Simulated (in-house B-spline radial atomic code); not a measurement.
A run on O VI (O5+) that did not converge. Method: scalar-relativistic (X2C) SCAN, spin-polarised, spherical fractional occupations, Fermi nucleus of rms radius 2.6991 fm; computed with a B-spline radial code for spherical atoms.

Command:
```bash
python run_scf.py task.json out
```
Settings (nuclear radius in fm, mass in u):
```
Z                8
configuration    [He] 2s1
hamiltonian      x2c
method           scan,scan
spin_polarised   True
nucleus          fermi
rms_radius       2.6991
atomic_mass      15.99491
speed_of_light   137.035999084
```

First and last ten iterations of the last attempt (damped for 15 steps, keeping 80 % of the old Fock matrix, then DIIS):
```
 iter        energy (Eh)    residual
    1         -64.275445    2.94e-02
    2         -64.276369    4.83e-04
    3         -64.276369    3.92e-04
    4         -64.276369    3.19e-04
    5         -64.276369    2.59e-04
    6         -64.276370    2.11e-04
    7         -64.276370    1.71e-04
    8         -64.276370    1.39e-04
    9         -64.276370    1.13e-04
   10         -64.276370    9.20e-05
  111      210077.810172    5.13e+02
  112      196326.502857    5.33e+02
  113      196081.036891    5.40e+02
  114      214267.285004    4.16e+02
  115      194999.801954    3.98e+02
  116      344462.734503    4.36e+02
  117      115017.870530    3.29e+02
  118      113724.560491    3.29e+02
  119      111749.501743    3.28e+02
  120       24685.768266    3.84e+02
 not converged after 120 iterations
```

The smallest residual met was 4.0e-05; the threshold is about 1e-07. No energy from this run should be used. Cost of the run: 1 s on 1 thread of Arm Neoverse V1, with other jobs on the host.
